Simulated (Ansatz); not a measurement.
# Cost against result

Saddle point of GeH4Br, doublet (GeH₃Br ([GeH3][Br]) + H → GeH₃ + HBr; bonds formed: Br1–H3; bonds broken: Br1–Ge2), PBE0-D4/def2-TZVP structure:

```xyz
6
angstrom
Br -1.0639 -1.1300 -0.1329
Ge 0.6061 0.6502 0.0787
H -2.2676 -2.4363 -0.2964
H 0.9906 1.0682 -1.3450
H -0.0593 1.7936 0.8530
H 1.7940 0.0543 0.8425
```

Barriers are electronic and count from the start structure reached by relaxing down the imaginary mode. Spin–orbit coupling is left out.

Program: Ansatz 0.2.0. Basis: as named in each row. Cores are frozen in the correlated methods; orbitals are unrestricted. Filled d shells of the heavier atoms are correlated. The def2 sets are not built for correlating such inner shells, so the correlated values are less sure here. B3LYP uses VWN-RPA correlation. Extrapolation: Hartree–Fock as exp(−7.88 √X), correlation as X^−2.97.

Times are rough, for one single point on 4 threads of a shared host (Arm Neoverse V1).

The estimate by CCSD(T) at an estimated basis limit (MP2 extrapolated from triple and quadruple zeta, plus CCSD(T) − MP2 in triple zeta) is 35.0 kJ/mol.

| method | basis | time (s) | barrier (kJ/mol) | method less estimate |
| --- | --- | --- | --- | --- |
| HF | STO-3G | under 1 | 104.9 | 69.9 |
| PBE-D4 | STO-3G | under 1 | 17.8 | -17.2 |
| SPW92 | def2-SVP | under 1 | -16.1 | -51.1 |
| SPW92 | def2-TZVPP | under 1 | -18.1 | -53.1 |
| PBE-D4 | def2-SVP | under 1 | 8.7 | -26.3 |
| B3LYP-D4 | 6-31G | 1 | 12.6 | -22.4 |
| PBE0-D4 | def2-SVP | 1 | 23.9 | -11.1 |
| PBE-D4 | def2-TZVPP | 2 | 7.0 | -28.0 |
| BLYP-D4 | def2-TZVPP | 2 | 2.7 | -32.3 |
| PBE0-D4 | def2-TZVPP | 2 | 21.9 | -13.1 |
| B3LYP-D4 | def2-TZVPP | 2 | 14.0 | -21.0 |
| BHLYP-D4 | def2-TZVPP | 2 | 31.4 | -3.6 |
| RPA on PBE | def2-TZVPP | 3 | 35.4 | 0.4 |
| CAM-B3LYP-D4 | def2-TZVPP | 3 | 24.6 | -10.4 |
| PBE-QIDH | def2-TZVPP | 3 | 39.5 | 4.5 |
| B2PLYP | def2-TZVPP | 4 | 28.3 | -6.7 |
| r2SCAN-D4 | def2-TZVPP | 4 | 7.8 | -27.2 |
| r2SCAN0-D4 | def2-TZVPP | 5 | 16.1 | -18.9 |
| wB97M-V | def2-SVP | 6 | 36.4 | 1.4 |
| wB97X-V | def2-TZVPP | 7 | 41.2 | 6.2 |
| CCSD(T) | def2-SVP | 8 | 48.7 | 13.7 |
| B97M-V | def2-TZVPP | 8 | 23.9 | -11.1 |
| wB97M-V | def2-TZVPP | 8 | 37.2 | 2.2 |
| MP2 | def2-QZVPP | 13 | 52.2 | 17.2 |
| CCSD(T) | def2-TZVPP | 100 | 37.3 | 2.3 |

All methods are single points on the PBE0-D4 structures; a negative value means that the method puts the saddle structure below the start.

No T1 diagnostic of these runs exceeds 0.014. ⟨S²⟩ of the unrestricted Hartree–Fock references: 0.75 to 0.80 (a pure state has 0.75).

Radical steps of this kind take place in plasma deposition and etching.

Labels in which every atom is bracketed show which atoms are joined, not bond orders.
